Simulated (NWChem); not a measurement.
InH₂O₂F; SMILES [OH][In]([OH])[F]

```xyz
6

In     0.0311    -0.0002     0.0000
F      1.9946    -0.0064     0.0000
O     -0.8648    -1.7623     0.0000
H     -0.2076    -2.4697     0.0000
O     -0.8536     1.7674     0.0000
H     -0.1920     2.4706     0.0000
```
Atoms are numbered in this order, from 1.

Level: PBE0/def2-SVP with def2 effective core potentials on In (NWChem), optimised geometry, unscaled harmonic frequencies. def2 effective core potentials on In; no spin-orbit coupling.

Q: List the harmonic frequencies with IR intensities, and the thermochemistry.

A: 
```
frequency (cm⁻¹)  IR intensity (km/mol)
----------------  ---------------------
115                                 7.6
118                                41.5
147                                31.3
274                                 0.0
293                               213.0
591                                 2.9
617                                68.5
652                                82.4
847                                36.5
878                               104.4
3879                              153.8
3880                                9.9
```

| Property | Value |
|---|---|
| zero-point energy | 17.6 kcal/mol |
| thermal correction to the enthalpy at 298.15 K (with zero-point energy) | 22.1 kcal/mol |
| heat capacity Cv | 19.2 cal/(mol K) |
| entropy at 298.15 K and 1 atm (symmetry number 2) | 79.6 cal/(mol K) |

Rigid rotor and harmonic oscillator.
